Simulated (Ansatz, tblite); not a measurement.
Cost and result up the ladder for Ga₂N₂ (the lowest singlet isomer of a short search) (4 atoms). Charge 0, multiplicity 1. Geometry: PBE-D4/def2-SVP.

```tsv
atom	x (Å)	y (Å)	z (Å)
Ga1	-1.214	0.836	-1.311
Ga2	0.996	-1.189	-0.676
N3	-0.252	0.427	0.604
N4	0.470	-0.074	1.384
```

Ansatz on 2 threads of Arm Neoverse V1 on a shared host; xTB runs through tblite on one thread. Times are rough, summed over both states, and most runs start from the orbitals of an earlier one. ωB97X-V/def2-TZVP serves as the yardstick here, not as an exact answer. The other state is a quintet at its own geometry, which has other bonds, so the gap mixes isomer and spin.

The xTB rows come from tblite. LC-ωPBE has ω = 0.4 bohr⁻¹. B3LYP takes the VWN-RPA correlation. HSE06 is defined as in plane-wave codes, on full-range PBE exchange. Correlated methods freeze 20 core orbitals; core or outer-core shells of Ga are correlated, in sets that lack core-valence functions. At PBE0-D4/def2-TZVP a triplet of charge 0 lies 0.17 eV below the restricted singlet, each at its own geometry. At PBE0-D4/def2-TZVP a triplet of charge 0 lies 2.77 eV below the quintet, each at its own geometry. The structure comes from a short search, and lower isomers may exist.

Run but left out: HF/STO-3G (singlet: restricted singlet, unstable in another Hartree–Fock run and untested here); HF/def2-TZVP, r2SCAN-D4/def2-TZVP, B2PLYP/def2-TZVP, PBE-QIDH/def2-TZVP (singlet: restricted singlet, unstable towards broken spin symmetry); MP2/def2-TZVP (quintet: ⟨S²⟩ 6.24, where a pure state has 6.00).

Correlated methods converge slowly with the basis.

xTB has no spin-polarisation term.

```csv
level,functions,quintet − singlet (eV),difference from ωB97X-V/def2-TZVP (eV)
LC-ωPBE/def2-TZVP,158,2.32,-0.74
r2SCAN0-D4/def2-TZVP,158,2.21,-0.85
HSE06-D4/def2-TZVP,158,2.57,-0.48
GFN1-xTB,26,6.20,3.14
GFN2-xTB,26,6.62,3.56
revPBE-D4/def2-TZVP,158,2.80,-0.26
ωB97X-V/def2-TZVP,158,3.06,0.00
PBE-D4/def2-TZVP,158,2.85,-0.20
PBE0-D4/def2-TZVP (with forces),158,2.60,-0.46
B97M-V/def2-TZVP,158,2.84,-0.22
RPA@PBE/def2-TZVP,158,2.70,-0.35
BHLYP-D4/def2-TZVP,158,2.84,-0.21
CAM-B3LYP-D4/def2-TZVP (with forces),158,3.05,-0.01
B3LYP-D4/def2-TZVP,158,3.13,0.07
```

Task: Estimate how long each takes.

Result: GFN1-xTB 0.005 s; GFN2-xTB 0.007 s; PBE-D4/def2-TZVP 5.8 s; revPBE-D4/def2-TZVP 6 s; HSE06-D4/def2-TZVP 11 s; B3LYP-D4/def2-TZVP 11 s; PBE0-D4/def2-TZVP (with forces) 12 s; RPA@PBE/def2-TZVP 12 s; BHLYP-D4/def2-TZVP 14 s; LC-ωPBE/def2-TZVP 16 s; CAM-B3LYP-D4/def2-TZVP (with forces) 17 s; r2SCAN0-D4/def2-TZVP 20 s; B97M-V/def2-TZVP 25 s; ωB97X-V/def2-TZVP 51 s. On shared hardware such times vary by a factor of up to 3.
